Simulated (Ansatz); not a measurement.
`C=[CH][In]([CH3])[Cl]` + `N=C=O` → `[CH3][In]([Cl])[N]=C=O` + `C=C`  (ligand exchange at the In–C bond)

Calculated with Ansatz (gas phase, PBE0-D4/def2-TZVP geometries, no zero-point term in ΔE). CBS: MP2 limit from def2 TZ/QZ plus the TZ coupled-cluster correction, frozen cores. This one scheme is used for every species. Functionals use def2-TZVPP. B3LYP here is the variant with VWN-RPA as its local correlation; programs differ in this. HSE06 is defined as in plane-wave codes. def2 core potentials past Kr. For In outer-core shells are correlated without core-valence functions, which leaves a few kJ/mol of doubt a bond. Each species was taken in one conformer, which may not be the lowest.

```json
{"level": "LDA (SPW92)", "ΔE (kJ/mol)": "-59.3", "difference from CCSD(T)/CBS": "20.7"}
{"level": "PBE-D4", "ΔE (kJ/mol)": "-67.7", "difference from CCSD(T)/CBS": "12.3"}
{"level": "revPBE-D4", "ΔE (kJ/mol)": "-69.4", "difference from CCSD(T)/CBS": "10.6"}
{"level": "BLYP-D4", "ΔE (kJ/mol)": "-73.4", "difference from CCSD(T)/CBS": "6.6"}
{"level": "r2SCAN-D4", "ΔE (kJ/mol)": "-75.4", "difference from CCSD(T)/CBS": "4.6"}
{"level": "B97M-V", "ΔE (kJ/mol)": "-81.1", "difference from CCSD(T)/CBS": "-1.1"}
{"level": "B3LYP-D4", "ΔE (kJ/mol)": "-77.6", "difference from CCSD(T)/CBS": "2.4"}
{"level": "r2SCANh-D4", "ΔE (kJ/mol)": "-76.7", "difference from CCSD(T)/CBS": "3.3"}
{"level": "r2SCAN0-D4", "ΔE (kJ/mol)": "-78.6", "difference from CCSD(T)/CBS": "1.4"}
{"level": "HSE06-D4", "ΔE (kJ/mol)": "-73.7", "difference from CCSD(T)/CBS": "6.3"}
{"level": "BHLYP-D4", "ΔE (kJ/mol)": "-85.6", "difference from CCSD(T)/CBS": "-5.6"}
{"level": "CAM-B3LYP-D4", "ΔE (kJ/mol)": "-80.5", "difference from CCSD(T)/CBS": "-0.5"}
{"level": "ωB97X-V", "ΔE (kJ/mol)": "-79.5", "difference from CCSD(T)/CBS": "0.5"}
{"level": "ωB97M-V", "ΔE (kJ/mol)": "-76.3", "difference from CCSD(T)/CBS": "3.7"}
{"level": "B2PLYP", "ΔE (kJ/mol)": "-81.1", "difference from CCSD(T)/CBS": "-1.1"}
{"level": "PBE-QIDH", "ΔE (kJ/mol)": "-79.4", "difference from CCSD(T)/CBS": "0.6"}
{"level": "PBE", "ΔE (kJ/mol)": "-69.3", "difference from CCSD(T)/CBS": "10.7"}
{"level": "revPBE", "ΔE (kJ/mol)": "-72.5", "difference from CCSD(T)/CBS": "7.5"}
{"level": "BLYP", "ΔE (kJ/mol)": "-76.7", "difference from CCSD(T)/CBS": "3.3"}
{"level": "PBE0", "ΔE (kJ/mol)": "-75.0", "difference from CCSD(T)/CBS": "5.0"}
{"level": "B3LYP", "ΔE (kJ/mol)": "-80.2", "difference from CCSD(T)/CBS": "-0.2"}
{"level": "r2SCAN0", "ΔE (kJ/mol)": "-78.9", "difference from CCSD(T)/CBS": "1.1"}
{"level": "HSE06", "ΔE (kJ/mol)": "-74.9", "difference from CCSD(T)/CBS": "5.1"}
{"level": "BHLYP", "ΔE (kJ/mol)": "-88.1", "difference from CCSD(T)/CBS": "-8.1"}
{"level": "CAM-B3LYP", "ΔE (kJ/mol)": "-81.8", "difference from CCSD(T)/CBS": "-1.8"}
{"level": "LC-ωPBE", "ΔE (kJ/mol)": "-79.3", "difference from CCSD(T)/CBS": "0.7"}
{"level": "RPA@PBE/def2-TZVPP", "ΔE (kJ/mol)": "-75.5", "difference from CCSD(T)/CBS": "4.5"}
{"level": "MP2/def2-SVP", "ΔE (kJ/mol)": "-88.2", "difference from CCSD(T)/CBS": "-8.2"}
{"level": "CCSD/def2-SVP", "ΔE (kJ/mol)": "-89.3", "difference from CCSD(T)/CBS": "-9.3"}
{"level": "CCSD(T)/def2-SVP", "ΔE (kJ/mol)": "-87.0", "difference from CCSD(T)/CBS": "-7.0"}
{"level": "HF/def2-TZVPP", "ΔE (kJ/mol)": "-103.7", "difference from CCSD(T)/CBS": "-23.7"}
{"level": "MP2/def2-TZVPP", "ΔE (kJ/mol)": "-77.7", "difference from CCSD(T)/CBS": "2.3"}
{"level": "SCS-MP2/def2-TZVPP", "ΔE (kJ/mol)": "-82.0", "difference from CCSD(T)/CBS": "-2.0"}
{"level": "CCSD/def2-TZVPP", "ΔE (kJ/mol)": "-81.7", "difference from CCSD(T)/CBS": "-1.7"}
{"level": "CCSD(T)/def2-TZVPP", "ΔE (kJ/mol)": "-78.9", "difference from CCSD(T)/CBS": "1.1"}
{"level": "MP2/def2-QZVPP", "ΔE (kJ/mol)": "-78.5", "difference from CCSD(T)/CBS": "1.5"}
{"level": "SCS-MP2/def2-QZVPP", "ΔE (kJ/mol)": "-82.8", "difference from CCSD(T)/CBS": "-2.8"}
{"level": "HF/CBS(def2)", "ΔE (kJ/mol)": "-104.4", "difference from CCSD(T)/CBS": "-24.4"}
{"level": "MP2/CBS(def2)", "ΔE (kJ/mol)": "-78.7", "difference from CCSD(T)/CBS": "1.3"}
{"level": "CCSD/CBS(def2)", "ΔE (kJ/mol)": "-82.8", "difference from CCSD(T)/CBS": "-2.8"}
{"level": "CCSD(T)/CBS", "ΔE (kJ/mol)": "-80.0", "difference from CCSD(T)/CBS": "0"}
```

Largest T1 diagnostic among the species: 0.018.

From r2SCAN to r2SCAN0 (25 % exact exchange), in def2-TZVPP and without D4, ΔE moves by −3.2 kJ/mol. Leaving LDA and LC-ωPBE aside and taking each functional with its dispersion term where it has one, the values spread over 17.8 kJ/mol, from BHLYP-D4 to PBE-D4. LDA lies +9.9 kJ/mol from PBE without D4. At CCSD(T), def2-SVP lies −7.0 kJ/mol from the extrapolated value and def2-TZVPP +1.1 kJ/mol.

CCSD(T)/CBS has its own doubt, a few kJ/mol and more with outer-core shells, so smaller differences from it don't rank the levels.
